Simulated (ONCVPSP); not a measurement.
# Potentials for carbon compared

Generated with ld1.x 7.5 (TM, RRKJ, ultrasoft, PAW), atompaw 4.2 or ONCVPSP 4.0.1. The cutoff is in Ry: for ld1.x and atompaw files where the sum of valence levels is converged to 10 mRy in a Bessel basis, for ONCV files where the hardest occupied wave has 1 mHa per electron of residual kinetic energy. The error is the largest all-electron minus pseudo excitation energy over each file’s own four to seven test configurations (ionisations up to +4, promotions, holes and added fractions of an electron), all of which were solved. The labels leave out finer settings (local radius, basis sizes, second energies), which also bear on the numbers. Spin-polarised tests are not counted. The rows are a selection from randomly drawn settings: files with unsolved tests, undetermined cutoffs or missed reference levels are left out.

```csv
potential,cutoff (Ry),largest error (meV),bound ghosts
"ONCV, PBE, non-relativistic, rc 1.10/1.70/1.85 (spd), local smoothed, core correction yes, reference 2s2 2p0.5, qcut 7/9.5/5.7, projectors 2/2/3",48,+96,none
"ONCV, PBE, scalar-relativistic, rc 1.00/2.35 (sp), local s, core correction yes, reference 2s1.5 2p2.5, qcut 6.3/5.2, projectors 0/2",39,+756,none
"ONCV, PBE, non-relativistic, rc 1.20/2.10/1.90 (spd), local smoothed, core correction no, reference 2s2 2p2, qcut 6/8.3/4.6, projectors 1/1/2",34,+574,none
"ONCV, PBE, scalar-relativistic, rc 0.90/2.40 (sp), local smoothed, core correction yes, reference 2s2 2p2, qcut 9.1/4.8, projectors 1/2",76,+1486,none
"ONCV, PBE, scalar-relativistic, rc 1.25/1.50 (sp), local smoothed, core correction yes, reference 2s2 2p2, qcut 6.3/6.3, projectors 1/1",37,+299,none
"ONCV, PBE, scalar-relativistic, rc 1.10/1.55/1.60 (spd), local smoothed, core correction yes, reference 2s2 2p0.5, qcut 5.9/8.1/5.8, projectors 2/3/3",47,+69,none
"ONCV, PW91, scalar-relativistic, rc 1.05/1.05/1.05 (spd), local smoothed, core correction yes, reference 2s2, qcut 5.2/9.2/9.3, projectors 2/1/2",106,-46,none
```

Task: Fill in the row for C: ONCV, PBE, scalar-relativistic, rc 1.05/1.50 (sp), local smoothed, core correction yes, reference 2s2 2p1, qcut 6.5/9.9, projectors 2/3.

Result: cutoff 58 Ry, largest error +134 meV, bound ghosts: none.

Task: Fill in the row for C: ONCV, PBE, non-relativistic, rc 1.30/2.65 (sp), local smoothed, core correction yes, reference 2s2 2p1.5, qcut 5.3/6.1, projectors 1/2.

Result: cutoff 57 Ry, largest error +514 meV, bound ghosts: none.
